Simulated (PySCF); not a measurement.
# How exact exchange moves a shielding

Molecule: SMILES BN[Si@H](C)N, CH9BN2Si.

Geometry:
```csv
atom,x (Å),y (Å),z (Å)
B1,1.806,-1.597,-0.544
N2,0.652,-0.835,-0.757
Si3,0.023,0.482,0.233
C4,-1.532,-0.005,1.151
N5,-0.410,1.756,-0.855
H6,2.515,-1.348,0.407
H7,2.087,-2.493,-1.311
H8,0.090,-1.067,-1.573
H9,1.118,0.780,1.205
H10,-2.329,-0.298,0.450
H11,-1.909,0.828,1.767
H12,-1.331,-0.854,1.822
H13,-1.102,2.439,-0.568
H14,0.302,2.192,-1.431
```

GIAO shieldings (ppm, equivalent atoms averaged) in PySCF on the PBE0-D3(BJ)/def2-SVP geometry, basis pcSseg-1, gas phase, non-relativistic:

```tsv
functional	exact exchange (%)	σ(B1)	σ(N2)	σ(N5)	σ(Si3)
BLYP	0	51.4	100.8	234.0	334.4
BP86	0	54.4	105.6	236.5	340.9
PBE	0	53.4	104.3	236.9	341.0
B3LYP	20	54.7	109.9	238.1	347.7
PBE0	25	57.7	115.8	241.7	357.8
mPW1PW91	25	57.9	116.3	241.0	357.2
HF	100	70.8	142.5	250.0	404.3
```

(1) Fit each shielding as a line in the percentage of exact exchange.

(2) What does the line predict for BHandHLYP (50 %), and what does the run give?

## Answers

(1) σ(B1) = 52.9 + 0.18 x (rms 1.1 ppm); σ(N2) = 104.1 + 0.39 x (rms 2.0 ppm); σ(N5) = 236.3 + 0.14 x (rms 1.3 ppm); σ(Si3) = 338.8 + 0.66 x (rms 2.9 ppm). The functionals also differ in their semilocal parts, which the line can't hold; Hartree–Fock has no correlation at all.

(2) σ(B1): 61.9 predicted, 59.9 computed; σ(N2): 123.6 predicted, 122.2 computed; σ(N5): 243.3 predicted, 243.1 computed; σ(Si3): 371.8 predicted, 368.0 computed ppm.
